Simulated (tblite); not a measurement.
Parent: `[N:1]#[C:2][C@:3]1([F:4])[CH2:5][CH2:6][CH2:7][SiH2:8]1` with C2–C3–C5–C6 -160°, C3–C5–C6–C7 51°, C5–C6–C7–Si8 -40°, C6–C7–Si8–C3 16°, C5H8FNSi.

Computed geometry: GFN2-xTB, gas phase. One conformer each, not checked by frequencies here.

```csv
coordinate of the parent,value
N1≡C2,1.145 Å
C2–C3,1.433 Å
C3–F4,1.401 Å
C3–C5,1.531 Å
C5–C6,1.526 Å
C6–C7,1.533 Å
C7–Si8,1.906 Å
C3–Si8,1.951 Å
N1–C2–C3,176.6°
C2–C3–F4,109.3°
C2–C3–C5,112.2°
C2–C3–Si8,113.6°
F4–C3–C5,109.0°
F4–C3–Si8,107.5°
C5–C3–Si8,105.1°
C3–C5–C6,108.0°
C5–C6–C7,108.3°
C6–C7–Si8,105.3°
C3–Si8–C7,92.1°
```

**Question.** How does the shared frame change in `[CH3:1][CH2:2][C@@H:3]1[CH2:4][CH2:5][C@:6]([F:7])([C:8]#[N:9])[SiH2:10]1` with C1–C2–C3–C4 -177°, C2–C3–C4–C5 -167°, C3–C4–C5–C6 51°, C4–C5–C6–F7 -154°, C5–C6–Si10–C3 9°, C7H12FNSi? Atoms pair as N1 = N9, C2 = C8, C3 = C6, F4 = F7, C5 = C5, C6 = C4, C7 = C3, Si8 = Si10 (parent first).

**Answer.** 
```tsv
parent	relative	value in the relative	change
N1≡C2	N9≡C8	1.145 Å	0.000
C2–C3	C8–C6	1.435 Å	+0.002
C3–F4	C6–F7	1.396 Å	-0.005
C3–C5	C6–C5	1.534 Å	+0.003
C5–C6	C5–C4	1.524 Å	-0.002
C6–C7	C4–C3	1.537 Å	+0.004
C7–Si8	C3–Si10	1.911 Å	+0.005
C3–Si8	C6–Si10	1.951 Å	0.000
N1–C2–C3	N9–C8–C6	176.9°	+0.3
C2–C3–F4	C8–C6–F7	109.2°	-0.1
C2–C3–C5	C8–C6–C5	111.1°	-1.1
C2–C3–Si8	C8–C6–Si10	110.9°	-2.7
F4–C3–C5	F7–C6–C5	110.0°	+1.0
F4–C3–Si8	F7–C6–Si10	110.6°	+3.1
C5–C3–Si8	C5–C6–Si10	105.0°	-0.1
C3–C5–C6	C6–C5–C4	108.0°	0.0
C5–C6–C7	C5–C4–C3	108.7°	+0.4
C6–C7–Si8	C4–C3–Si10	104.1°	-1.2
C3–Si8–C7	C6–Si10–C3	92.6°	+0.5
```

Of the parent's bonds, C3–F4, C6–C7 and C7–Si8 change most and about equally (-0.005 to +0.005 Å). Bonds of the relative outside the shared frame: C1–C2 1.522, C2–C3 1.527 Å. Point group C1 → C1.
